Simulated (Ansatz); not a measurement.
Geometry optimisation, UKS PBE0-D4/6-31G* in Ansatz.

Input:

```yaml
crystal:
  periodic: [false, false, false]
  atoms:
    - { symbol: B, position_ang: [-0.5146, 0.0733, 0.7671] }
    - { symbol: C, position_ang: [-0.2107, -1.3723, 0.3401] }
    - { symbol: S, position_ang: [0.0739, -1.3959, -1.471] }
    - { symbol: S, position_ang: [1.7192, 0.1024, -1.3879] }
    - { symbol: Si, position_ang: [0.3483, 1.4079, -0.3429] }
    - { symbol: H, position_ang: [-1.5654, 0.3994, 1.3197] }
    - { symbol: H, position_ang: [0.726, -1.703, 0.8906] }
    - { symbol: H, position_ang: [-1.0171, -2.0245, 0.5763] }
    - { symbol: H, position_ang: [1.1126, 2.387, 0.5343] }
    - { symbol: H, position_ang: [2.78734, 0.79924, -1.91506] }
magnetization:
  spin_polarized: true
basis:
  gaussian: { orbitals: "6-31G*" }
hamiltonian:
  xc: pbe0
  dispersion: d4
relax:
  f_tol: 0.02
  max_steps: 50
```

Command:

```bash
$ ansatz run input.yaml --threads 2 --pin off --max-ram 3072MiB --backend cpu --events-out ev --progress --plain --runs-dir out
```

**Question.** Where does it end, and by what steps?

**Answer.** It converged. After 35 steps the energy has fallen by 4.419 eV; H9 moved furthest, 2.16 Å. Parted: S3–S4 (2.23 → 3.72 Å). Joined: B1–S3 (2.74 → 2.10 Å), S3–Si5 (3.03 → 2.22 Å).

```tsv
step	energy less start (eV)	largest force component (eV/Å)	accepted
0	0.0000	2.279	yes
2	-1.1125	1.293	yes
4	-1.6516	1.293	yes
6	-2.5569	1.730	yes
8	-3.3320	1.430	yes
10	-3.8000	1.108	yes
12	-4.1708	0.634	yes
14	-4.2935	0.261	yes
16	-4.3134	0.091	yes
18	-4.3178	0.064	yes
20	-4.3227	0.391	yes
22	-4.3549	0.199	yes
24	-4.3620	0.150	yes
26	-4.3888	0.140	yes
28	-4.3998	0.121	yes
30	-4.4108	0.127	yes
32	-4.4163	0.107	yes
34	-4.4189	0.037	yes
35	-4.4190	0.012	yes
```

```xyz
10
Properties=species:S:1:pos:R:3
B -0.324 0.076 0.871
C -0.070 -1.403 0.441
S -0.942 -0.620 -1.008
S 2.461 0.841 -1.366
Si 0.469 1.055 -0.623
H -1.147 0.436 1.655
H 0.905 -1.786 0.141
H -0.693 -2.181 0.886
H -0.069 2.273 -1.275
H 2.868 -0.017 -0.411
```

Whether the end is a true minimum wasn't checked by a vibrational analysis.

Time of the run: 2.1 min on 2 threads of Intel(R) Xeon(R) Platinum 8559C (Emerald Rapids), on a shared host, peak memory 0.41 GiB.
